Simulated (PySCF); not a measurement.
## Orbital picture of NaCa

r²SCAN at R = 3.686 Å; basis Na pcseg-1, Ca pcseg-1; no relativity; PySCF 2.14. State: ²Σ⁺ (doublet), unpaired electrons σ ↑. Only the outer orbitals are listed, counted within each symmetry.

```csv
spin,orbital,occ.,ε (eV),on Na (%),main shells (%)
α,2π,1,-29.70,100,100 Na p
α,2π,1,-29.70,100,100 Na p
α,7σ,1,-29.68,100,100 Na p
α,3π,1,-28.83,0,100 Ca p
α,3π,1,-28.83,0,100 Ca p
α,8σ,1,-28.75,0,100 Ca p
α,9σ,1,-4.11,25,"75 Ca s, 22 Na s"
α,10σ,1,-2.92,59,"59 Na s, 19 Ca p, 18 Ca s"
α,11σ,0,-1.54,15,84 Ca d
α,4π,0,-1.49,4,92 Ca d
α,4π,0,-1.49,4,92 Ca d
β,2π,1,-29.65,100,100 Na p
β,2π,1,-29.65,100,100 Na p
β,7σ,1,-29.63,100,100 Na p
β,3π,1,-28.79,0,100 Ca p
β,3π,1,-28.79,0,100 Ca p
β,8σ,1,-28.68,0,100 Ca p
β,9σ,1,-3.84,15,"80 Ca s, 13 Na s"
β,10σ,0,-1.92,46,"46 Na s, 20 Ca d, 18 Ca s"
β,4π,0,-1.45,7,"78 Ca d, 16 Ca p"
β,4π,0,-1.45,7,"78 Ca d, 16 Ca p"
```

**Question.** Which are the highest filled and the lowest empty level, where do they sit, and how wide is the gap?

**Answer.** Highest filled α 10σ at -2.92 eV (in %: 59 Na s, 19 Ca p, 18 Ca s); lowest empty β 10σ at -1.92 eV (in %: 46 Na s, 20 Ca d, 18 Ca s); the gap at r²SCAN is 1.00 eV.

The bond order (Mayer) is 0.55. The ⟨S²⟩ is 0.785, the charge on Na (Mulliken, basis-dependent) is 0.01 and the charge on Na (Löwdin, basis-dependent) is -0.06. The dipole moment (positive dipole means Na(−)Ca(+)) is -0.85 D.

The state was picked by a PBE0 search and need not be the measured ground state.
